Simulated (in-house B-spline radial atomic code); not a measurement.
# RPA and G0W0 on CAM-B3LYP: Te VII (Te6+)

Configuration [Kr] 4d10, mean-field start CAM-B3LYP. Computed with an all-electron radial atomic-structure program (B-spline basis): all electrons, non-relativistic, point nucleus, each spin shell either full or empty, empty states to l = 9 with an (l + 1/2)⁻⁴ tail; G0W0 by contour deformation at full frequency.

Without relativity these are model numbers: it shifts the levels of so heavy an element strongly and can reorder them.

Command:
```bash
python run_gw.py task.json out
```
Settings (radii: box in bohr, nucleus in fm):
```
Z                        52
electrons                46
configuration            [Kr] 4d10
hamiltonian              nr
method                   camb3lyp
lmax                     9
spin_polarised           False
box_radius               9.29
intervals                51
```

Run time, properties included: 3.2 s on 1 thread of Arm Neoverse N1, on a shared host.

Energies (hartree):

| term | value |
| --- | --- |
| mean-field total | -6606.62715 |
| Hartree-Fock functional on these orbitals | -6604.06032 |
| direct second order | -3.9279 |
| second-order exchange | 1.0842 |
| SOSEX correction | 1.0235 |

Question: What is the RPA correlation energy, and what remains with SOSEX?

Answer: RPA gives -3.531 hartree (-2.09 eV per electron); RPA + SOSEX gives -2.5075, and the second-order doubles -2.8437 hartree (no singles). SOSEX takes back 29 % of the RPA value.

Quasi-particle levels (eV):

```csv
level,occupied,mean field,Σx - vxc,Σc,QP weight,G0W0
4d,yes,-119.38,-7.06,?,?,?
5s,no,-71.97,5.45,-1.93,0.985,-68.45
```

G0W0 = mean field + (Σx - vxc) + Σc, with Σc (partial-wave tail included) taken at the quasi-particle energy. Only the outer levels were computed. Levels of low weight are left out.

Question: Where does G0W0 put 4d?

Answer: At -126.39 eV, with Σc = 0.05 eV and a quasi-particle weight of 0.967. The tabulated removal energy is 124.2 ± 0.06 eV (NIST, measured); the calculation leaves out relativity, Breit and QED terms, and what these don't explain is the method's own error.
